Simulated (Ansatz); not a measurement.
`[NH2][Zr]([I])([I])[I]`, relaxed with RKS PBE0-D4/def2-TZVP in Ansatz 0.2.0 from a GFN2-xTB geometry. The force threshold is 0.005 eV/Å; the program also tests the step.

The species carries charge 0 and has multiplicity 1. Zr, I: def2 effective core potential.

Start:

```xyz
7

N    -1.076   -0.787    0.554
Zr    0.407    0.307   -0.169
I     2.617   -1.230   -0.935
I    -0.357    1.706   -2.470
I     1.483    2.273    1.506
H    -2.076   -0.589    0.462
H    -1.000   -1.679    1.051
```

Question: By how much does the energy fall, and how many steps does the optimiser take? (Estimate.)

Answer: The calculation gave: 0.24 eV, in 5 steps.

Question: Which bonds change most? (Best estimate.)

Answer: Computed: Zr2–I4 from 2.799 to 2.699 Å; Zr2–I3 from 2.799 to 2.699 Å; Zr2–I5 from 2.797 to 2.708 Å; N1–H6 from 1.024 to 1.012 Å.

Question: Give the relaxed structure. (Best estimate.)

Answer: Computed: 
```xyz
7

N    -0.982   -0.724    0.496
Zr    0.494    0.351   -0.275
I     2.510   -1.350   -0.849
I    -0.499    1.651   -2.422
I     1.308    2.141    1.587
H    -1.965   -0.489    0.439
H    -0.865   -1.580    1.025
```
